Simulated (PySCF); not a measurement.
Compound: C₃H₁₆Si₄.
Numbering: `[SiH3:1][CH2:2][SiH2:3][CH2:4][SiH2:5][CH2:6][SiH3:7]` (hydrogens: H8, H9, H10 on Si1; H11, H12 on C2; H13, H14 on Si3; H15, H16 on C4; H17, H18 on Si5; H19, H20 on C6; H21, H22, H23 on Si7)

The same species was optimised twice, with GFN2-xTB and with PBE0-D3(BJ)/def2-SVP (PySCF), and the same property calculations (PySCF, gas phase) were run on both structures.

```json
{"coordinate": "C2–Si3 (Å)", "GFN2-xTB": "1.902", "PBE0-D3(BJ)/def2-SVP": "1.884", "change": "-0.018"}
{"coordinate": "C4–Si5 (Å)", "GFN2-xTB": "1.900", "PBE0-D3(BJ)/def2-SVP": "1.883", "change": "-0.017"}
{"coordinate": "Si3–C4 (Å)", "GFN2-xTB": "1.897", "PBE0-D3(BJ)/def2-SVP": "1.881", "change": "-0.016"}
{"coordinate": "Si1–C2 (Å)", "GFN2-xTB": "1.897", "PBE0-D3(BJ)/def2-SVP": "1.881", "change": "-0.016"}
{"coordinate": "C6–Si7 (Å)", "GFN2-xTB": "1.896", "PBE0-D3(BJ)/def2-SVP": "1.881", "change": "-0.015"}
{"coordinate": "Si5–C6 (Å)", "GFN2-xTB": "1.898", "PBE0-D3(BJ)/def2-SVP": "1.883", "change": "-0.015"}
{"coordinate": "C2–Si3–C4 (°)", "GFN2-xTB": "110.0", "PBE0-D3(BJ)/def2-SVP": "111.9", "change": "+1.9"}
{"coordinate": "C4–Si5–C6 (°)", "GFN2-xTB": "110.2", "PBE0-D3(BJ)/def2-SVP": "111.7", "change": "+1.5"}
{"coordinate": "Si1–C2–Si3 (°)", "GFN2-xTB": "116.2", "PBE0-D3(BJ)/def2-SVP": "115.3", "change": "-0.9"}
{"coordinate": "Si3–C4–Si5 (°)", "GFN2-xTB": "116.0", "PBE0-D3(BJ)/def2-SVP": "115.5", "change": "-0.5"}
{"coordinate": "Si5–C6–Si7 (°)", "GFN2-xTB": "115.4", "PBE0-D3(BJ)/def2-SVP": "115.1", "change": "-0.3"}
{"coordinate": "Si1–C2–Si3–C4 (°)", "GFN2-xTB": "57", "PBE0-D3(BJ)/def2-SVP": "58", "change": "+1"}
{"coordinate": "C2–Si3–C4–Si5 (°)", "GFN2-xTB": "177", "PBE0-D3(BJ)/def2-SVP": "179", "change": "+2"}
{"coordinate": "Si3–C4–Si5–C6 (°)", "GFN2-xTB": "-59", "PBE0-D3(BJ)/def2-SVP": "-63", "change": "-4"}
{"coordinate": "C4–Si5–C6–Si7 (°)", "GFN2-xTB": "-176", "PBE0-D3(BJ)/def2-SVP": "-177", "change": "-1"}
```

Rotational constants: A = 3830, B = 339.8, C = 322.8 MHz (GFN2-xTB) against A = 3966, B = 340.2, C = 324.2 MHz (PBE0-D3(BJ)/def2-SVP). Point groups within 0.08 Å: C1 and C1.

On the GFN2-xTB structure: HOMO (eV) -8.31 [PBE0/pcSseg-1]; LUMO (eV) 0.48 [PBE0/pcSseg-1]; dipole (D) 1.24 [PBE0/pcSseg-1]; GIAO shielding of Si1/Si7 (mean) (ppm) 424.4 [PBE0/pcSseg-1]; GIAO shielding of C2/C6 (mean) (ppm) 197.7 [PBE0/pcSseg-1]; GIAO shielding of Si3/Si5 (mean) (ppm) 390.8 [PBE0/pcSseg-1]; GIAO shielding of C4 (ppm) 192.4 [PBE0/pcSseg-1].

Q: What do these properties become on the PBE0-D3(BJ)/def2-SVP structure?

A: 
```csv
property,level,on GFN2-xTB,on PBE0-D3(BJ)/def2-SVP,change
HOMO (eV),PBE0/pcSseg-1,-8.31,-8.45,-0.14
LUMO (eV),PBE0/pcSseg-1,0.48,0.45,-0.03
dipole (D),PBE0/pcSseg-1,1.24,1.67,+0.43
"energy, GFN2-xTB geometry as zero (kcal/mol)",PBE0/pcSseg-1,0.0,-2.0,-2.0
GIAO shielding of Si1/Si7 (mean) (ppm),PBE0/pcSseg-1,424.4,420.4,-4.0
GIAO shielding of C2/C6 (mean) (ppm),PBE0/pcSseg-1,197.7,196.4,-1.3
GIAO shielding of Si3/Si5 (mean) (ppm),PBE0/pcSseg-1,390.8,388.4,-2.4
GIAO shielding of C4 (ppm),PBE0/pcSseg-1,192.4,191.5,-0.9
```

The heavy atoms differ by 0.053 Å rms after alignment. Among bonds between heavy atoms C2–Si3 and C4–Si5 change most and about equally (-0.018 to -0.017 Å). Changes are differences of the printed values. Neither structure is proved a minimum here.

The values belong to the conformer `[SiH3:1][CH2:2][SiH2:3][CH2:4][SiH2:5][CH2:6][SiH3:7]`: Si1–C2–Si3–C4 58°, C2–Si3–C4–Si5 179°, Si3–C4–Si5–C6 -63°, C4–Si5–C6–Si7 -177°.
